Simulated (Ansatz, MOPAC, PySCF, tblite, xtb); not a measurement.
Dissociation curve of SMILES [CH3][Bi]([CH3])[CH3]. The C2–H13 bond (C2 also carries Bi, H, H; H13 carries nothing else) is pulled apart rigidly from the PBE0/def2-SVP, def2 effective core potentials past Kr optimised geometry.

- GFN1-xTB (xtb)
- RHF/LANL2DZ = restricted Hartree-Fock/LANL2DZ, with its core potentials past Ne (PySCF)
- AM1, restricted, heats of formation (MOPAC)
- GFN2-xTB, 300 K electronic temperature (tblite)
- RKS-PBE0 = restricted PBE0/def2-SVP, def2 effective core potentials past Kr (Ansatz, a quantum-chemistry and plane-wave program)

Energies are in mEh, each relative to the lowest point of its own curve near equilibrium.

```csv
R / Å,GFN1-xTB,RHF/LANL2DZ,AM1,GFN2-xTB,RKS-PBE0
0.90,31.8,33.4,37.7,30.0,37.4
0.96,12.5,13.3,17.8,11.5,16.1
1.03,2.0,2.1,4.8,1.6,[?]
1.06,0.3,0.3,[?],[?],1.0
1.10,0.0,0.0,[?],0.0,0.0
1.13,1.0,1.1,0.0,1.1,0.6
1.17,3.6,4.0,1.8,3.8,[?]
1.25,12.0,13.4,[?],12.1,10.8
1.32,21.8,24.3,17.1,21.5,20.5
1.45,43.4,47.9,38.5,41.2,42.1
1.61,71.8,78.8,68.0,67.1,70.5
1.80,104.4,114.5,102.9,96.6,102.9
2.02,137.7,152.2,132.2,126.5,135.9
2.33,174.6,197.4,159.9,159.6,173.5
2.67,202.0,237.0,178.9,184.4,204.3
3.21,225.2,283.7,200.1,205.4,236.4
```

Question: Fill in the missing entries.

Answer: 
- 1.03, RKS-PBE0: 3.5
- 1.06, AM1: 1.9
- 1.06, GFN2-xTB: 0.1
- 1.10, AM1: 0.1
- 1.17, RKS-PBE0: 2.7
- 1.25, AM1: 8.0

The restricted form behind RHF/LANL2DZ, AM1, RKS-PBE0 keeps the bonding electrons paired and can't separate into open-shell fragments.
